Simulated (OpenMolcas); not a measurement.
Rh4+ among 6 point charges of -1.7 e arranged as an octahedron (Oh).

```json
{
  "Program": "OpenMolcas 26.06",
  "Method": "CASSCF",
  "Basis": "ANO-RCC-VDZP [6s5p3d1f]",
  "Scalar Hamiltonian": "DKH2, point nucleus",
  "Active space": "5 electrons in 5 orbitals (4d)",
  "State averaging": "2S+1 = 6 even, 1 root; 2S+1 = 4 even, 24 roots; 2S+1 = 2 even, 75 roots",
  "Spin-orbit coupling": "state interaction with AMFI integrals over the reference wave functions"
}
```

All point charges move together. At R = 2.02 Å |10Dq| is 5676 cm-1, and at R = 2.25 Å it is 3370 cm-1.

Problem. A third run gives 8347 cm-1. What distance was it run at?

Solution. With a power law R^-n the two known points give n = -ln(3370 / 5676) / ln(2.25 / 2.02) = 4.83. Then R = 2.02 × (5676 / 8347)^(1/4.83) = 1.865 Å. The run was at 1.86 Å, so the estimate is off by +0.005 Å.

Without dynamic correlation the repulsion within the d shell is too large (B by tens of per cent), so at a given field states of lower spin stand too high. Point charges give a weaker field than real ligands, and real ions of this kind are as a rule low spin; the high spin found here belongs to the model. This field is weak: 10Dq is about 8347 cm-1, while octahedral complexes of 4d ions of charge 3 and more, computed by the same method with explicit ligands, had a median near 25000 cm-1. Ground spin and moment need not be those of a real site (figures for R = 1.86; the like holds for R = 2.02, R = 2.25). This is an electrostatic model: the charges have no orbitals. No measured value stands beside these numbers.
